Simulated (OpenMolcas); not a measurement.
## Levels of Ni7+ by method

| Quantity | Value |
| --- | --- |
| Program | OpenMolcas 26.06 |
| Basis | ANO-RCC-VQZP [7s6p4d3f2g1h] |
| Scalar Hamiltonian | DKH2, point nucleus |
| Active space | 9 electrons in 8 orbitals (RAS1 3p, at most 2 holes; RAS2 3d) |
| State averaging | 2S+1 = 4 even, 10 roots; 2S+1 = 2 even, 40 roots |
| Spin-orbit coupling | RASSI with atomic mean-field integrals over the reference wave functions, term energies averaged over their components |

Methods on the same reference wave functions:
A. RASSCF
B. SS-RASPT2, IPEA 0.25 Eh, imaginary shift 0.1 Eh (closed shells correlated: 3s)
C. MS-RASPT2, IPEA 0.25 Eh, imaginary shift 0.1 Eh (closed shells correlated: 3s)

Energies in eV above 3d3 4F 3/2, the measured ground level; measured values from Corliss and Sugar, J. Phys. Chem. Ref. Data 10, 197 (1981).

```
               Level        A       B       C  Measured
          3d3 4F 3/2   0.0000  0.0000  0.0000    0.0000
          3d3 4F 5/2   0.1193  0.1198  0.1197    0.1255
          3d3 4F 7/2   0.2774   0.278   0.278    0.2708
          3d3 4F 9/2   0.4673   0.467   0.467    0.4613
          3d3 4P 1/2   3.3053   2.995   2.995    2.8840
          3d3 4P 3/2   3.3306   3.025   3.025    2.9397
          3d3 4P 5/2   3.4983   3.185   3.186    3.0586
          3d3 2G 7/2   3.6426   3.286   3.286          
          3d3 2G 9/2   3.7956   3.435   3.435          
   3d3 2P 3/2 [55 %]   4.3530   4.148   4.146          
          3d3 2P 1/2   4.3767   4.201   4.201          
3d3 2D 3/2(1) [58 %]   4.8797   4.664   4.665          
       3d3 2D 5/2(1)   4.8993   4.658   4.641          
          3d3 2H 9/2   5.0415   4.537   4.536          
         3d3 2H 11/2   5.1482   4.638   4.638          
          3d3 2F 7/2   8.0000   7.299   7.298          
          3d3 2F 5/2   8.0643   7.363   7.362          
       3d3 2D 5/2(2)  11.8919  11.308  11.325          
       3d3 2D 3/2(2)  11.9832  11.399  11.399
```

Deviations, from unrounded energies. A percentage is the sum of absolute deviations over the sum of measured energies, with the sign that they share, or ± where signs differ.

```
                        Against measurement  Levels      A     B     C
             mean absolute deviation (cm-1)       6   1700   460   460
      fine structure of the ground term (%)       3   ±2.2  ±2.1  ±2.1
other terms of the ground configuration (%)       3  +14.1  +3.6  +3.6
```

B, C lie about equally close to measurement and A furthest from it. The largest miss of B in the table is 3d3 4P 5/2, by +1000 cm-1. The ranking rests on the paired levels alone, and a cruder setting can come out closer through cancelling errors.

Between B and C the level of the table that moves most is 3d3 2D 5/2(1), by 140 cm-1 (lowest in C, highest in B). Moves below CASPT2's spread within the term are not significant.

The two smallest mean deviations differ by little beside CASPT2's spread within terms, so their order carries little weight.

From A to B the spin-free energies of the other terms of 3d3 shown, above 4F, scale by factors of 0.89 to 0.96, as is usual when dynamic correlation screens the repulsion within a d or f shell.

The lowest spin-free term lies below A's lowest term by 0.302 hartree in B, 0.302 hartree in C.

CASPT2 breaks the degeneracy within a term, and the mean is taken; among the terms shown or strongly mixed into the levels shown the widest spread is 1200 cm-1 (3d3 4F, C). Active for correlation alone: 3p; no level in the range computed is led by a configuration that opens it, so any true level of that kind is missing. Without dynamic correlation excited terms often stand tens of per cent too high (terms of higher spin than the ground term too low), and those without a measured partner can miss by more than the paired ones (holds for A). The CASPT2 spread within a term exceeds the gap to the next term for 3d3 2D(1) and 3d3 2H, so the order of their levels is uncertain (holds for B; C). Computed and measured levels are paired by configuration, term and J; levels that our copy of the source lacks, or whose pairing is in doubt (as where it misses far off the trend of its configuration), stay unpaired and out of the deviations. Levels of configurations outside the active space are missing.

A share in square brackets marks a mixed level and gives the weight of the term that names it, the lowest over the columns. A number in round brackets counts repeated terms of one configuration in the order of the reference energies.
